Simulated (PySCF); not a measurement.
## Structure from NMR data

An unknown has the formula C$_{2}$H$_{12}$O$_{2}$Si$_{3}$. Its calculated NMR data are:

1H NMR (300 MHz, computed): δ 4.69 (s, 2H), 4.07 (m, 2H), 4.03 (m, 2H), 3.91 (s, 3H), 3.51 (t, 3H).

13C{1H} NMR (computed): δ 52.7 (CH3), 50.7 (CH2).

Theoretical values (PySCF 2.14): GIAO PBE0/pcSseg-1 shieldings, GFN2-xTB geometry. One averaged value for each set of equivalent atoms, one conformer, no solvent, no relativistic terms.

δ = σ(ref) − σ, references computed at the same level: 1H, 13C vs TMS.

Problem. Propose a structure and justify it.

Solution. 
1. The formula gives 0 degrees of unsaturation.
2. 2 carbon signals for 2 carbons: no two carbons are equivalent.
3. Carbon types of the structure: 1 × CH2, 1 × CH3, leaving 7 H on heteroatoms.
4. δC 52.7: methyl carbon bonded to O; pulled downfield by the heteroatom.
5. δC 50.7: sp3 CH2 bonded to O and Si; deshielded by the electronegative neighbour.
6. δH 4.69: hydrogen on a silicon bonded to 2 O.
7. δH 4.07: hydrogen on a silicon bonded to C, Si.
8. δH 4.03: hydrogen on an sp3 CH2 bonded to O and Si; its carbon carries O, hence the downfield position.
9. δH 3.91: hydrogen on a methyl carbon bonded to O; its carbon carries O, an electronegative neighbour.
10. δH 3.51: hydrogen on a silicon bonded to Si.

The compound is SMILES CO[SiH2]OC[SiH2][SiH3].

This is the structure that produced the data.

Shifts are as computed. Against solution values, carbons near 30 ppm lie about +3 ppm off and those near 130 ppm about +5 ppm. Of 1211 compounds with measured shifts, 218 miss one by over three times the rms of a fit or turn the order of signals round; such compounds aren't used in these exercises. Multiplicities follow the n + 1 count of equivalent neighbours, as no J values were calculated; m marks all less simple cases, F and P coupling included.
